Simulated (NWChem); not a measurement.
System: C$_{4}$H$_{6}$S; SMILES C=C=CSC

Here is an NWChem input.

```
start job
memory heap 200 mb stack 900 mb global 1100 mb
geometry units angstroms noautosym nocenter noautoz
  C     -0.320687     2.519142     0.000346
  C      0.349348     1.393931    -0.000525
  C      1.025440     0.269426    -0.001490
  S      0.387224    -1.369561     0.000024
  C     -1.385372    -1.060174     0.001760
  H     -0.607717     3.015443     0.935364
  H     -0.611077     3.014887    -0.933930
  H      2.122111     0.288581    -0.003482
  H     -1.872423    -2.044800     0.002030
  H     -1.688710    -0.502901     0.900029
  H     -1.690318    -0.502544    -0.895732
end
basis spherical
  * library sto-3g
end
dft
  xc hfexch
  iterations 150
end
property
  shielding 9 1 2 3 4 5 6 8 9 10
end
task dft property
```

Excerpt of the output:

```
             Northwest Computational Chemistry Package (NWChem) 7.3.0
             --------------------------------------------------------

                             Geometry "geometry" -> ""
                             -------------------------

 Output coordinates in angstroms (scale by  1.889725989 to convert to a.u.)

  No.       Tag          Charge          X              Y              Z
 ---- ---------------- ---------- -------------- -------------- --------------
    1 C                    6.0000    -0.32068700     2.51914200     0.00034600
    2 C                    6.0000     0.34934800     1.39393100    -0.00052500
    3 C                    6.0000     1.02544000     0.26942600    -0.00149000
    4 S                   16.0000     0.38722400    -1.36956100     0.00002400
    5 C                    6.0000    -1.38537200    -1.06017400     0.00176000
    6 H                    1.0000    -0.60771700     3.01544300     0.93536400
    7 H                    1.0000    -0.61107700     3.01488700    -0.93393000
    8 H                    1.0000     2.12211100     0.28858100    -0.00348200
    9 H                    1.0000    -1.87242300    -2.04480000     0.00203000
   10 H                    1.0000    -1.68871000    -0.50290100     0.90002900
   11 H                    1.0000    -1.69031800    -0.50254400    -0.89573200

 Effective nuclear repulsion energy (a.u.)     198.9398285720

  xc_inp: hfexch multiplicative factor not found.
                              NWChem Property Module
                              ----------------------

  itol2e modified to match energy
  convergence criterion.

                                 NWChem DFT Module
                                 -----------------

 Summary of "ao basis" -> "ao basis" (spherical)
 ------------------------------------------------------------------------------
       Tag                 Description            Shells   Functions and Types
 ---------------- ------------------------------  ------  ---------------------
 C                           sto-3g                  3        5   2s1p
 S                           sto-3g                  5        9   3s2p
 H                           sto-3g                  1        1   1s

  itol2e modified to match energy
  convergence criterion.

[...]

          -----------------------------------------
          Chemical Shielding Tensors (GIAO, in ppm)
          -----------------------------------------

                                NWChem CPHF Module
                                ------------------

  scftype          =     RHF
  nclosed          =       23
  nopen            =        0
  variables        =      276
  # of vectors     =        3
  tolerance        = 0.10D-03
  level shift      = 0.00D+00
  max iterations   =       50
  max subspace     =       30

 SCF residual:    6.7053875317872814E-005

Iterative solution of linear equations
  No. of variables      276
  No. of equations        3
  Maximum subspace       30
        Iterations       50
       Convergence  1.0D-04

   iter   nsub   residual    time
   ----  ------  --------  ---------
     1      3    1.83D+00       2.1
     2      6    1.96D-01       2.2
     3      9    3.87D-02       2.3
     4     12    7.78D-03       2.4
     5     15    2.32D-03       2.5
     6     18    2.05D-04       2.6
     7     21    5.30D-05       2.7

      Atom:    1  C
        Diamagnetic
    246.8471    -11.2615      0.0171
    -11.2615    261.5201      0.0190
      0.0171      0.0190    254.4298

        Paramagnetic
    -34.3250     29.6010     -0.2735
     29.6010    -66.4629     -0.0849
     -0.2735     -0.0849   -181.3221

        Total Shielding Tensor
    212.5221     18.3395     -0.2563
     18.3395    195.0572     -0.0659
     -0.2563     -0.0659     73.1078

           isotropic =     160.2290
          anisotropy =      95.8102

          Principal Components and Axis System
                 1           2           3
              224.1025    183.4773     73.1073

      1         0.8456     -0.5339      0.0018
      2         0.5339      0.8456      0.0003
      3        -0.0017      0.0007      1.0000

      Atom:    2  C
        Diamagnetic
    260.8294    -11.8139     -0.0135
    -11.8139    278.4577      0.0159
     -0.0135      0.0159    251.1493

        Paramagnetic
   -193.4586     23.3198     -0.0115
     23.3198   -233.1476     -0.0417
     -0.0115     -0.0417   -196.2332

        Total Shielding Tensor
     67.3708     11.5060     -0.0251
     11.5060     45.3101     -0.0258
     -0.0251     -0.0258     54.9161

           isotropic =      55.8657
          anisotropy =      24.6210

          Principal Components and Axis System
                 1           2           3
               72.2796     54.9161     40.4013

      1         0.9198      0.0021     -0.3924
      2         0.3924     -0.0001      0.9198
      3        -0.0019      1.0000      0.0010

      Atom:    3  C
        Diamagnetic
    260.2143     -0.5962     -0.0362
     -0.5962    270.5291     -0.0055
     -0.0362     -0.0055    239.0806

        Paramagnetic
   -183.2034    -25.2845      0.2915
    -25.2845   -118.5284      0.0660
      0.2915      0.0660    -24.8679

        Total Shielding Tensor
     77.0109    -25.8806      0.2554
    -25.8806    152.0007      0.0605
      0.2554      0.0605    214.2128

           isotropic =     147.7415
          anisotropy =      99.7076

          Principal Components and Axis System
                 1           2           3
              214.2132    160.0654     68.9458

      1         0.0018     -0.2975      0.9547
      2         0.0002      0.9547      0.2975
      3         1.0000      0.0003     -0.0018

      Atom:    4  S
        Diamagnetic
   1046.2409      2.1715     -0.0160
      2.1715   1045.7891     -0.0080
     -0.0160     -0.0080   1032.6899

[...]
```

Level: Hartree-Fock/STO-3G, GIAO. STO-3G and 3-21G are far too small for this property and stand as cheap habits. Coordinates come from a PBE0/def2-SVP optimisation. The output numbers the shielded atoms by their place in the input's list. The printed shielding anisotropy is the first printed principal value minus the mean of the other two.
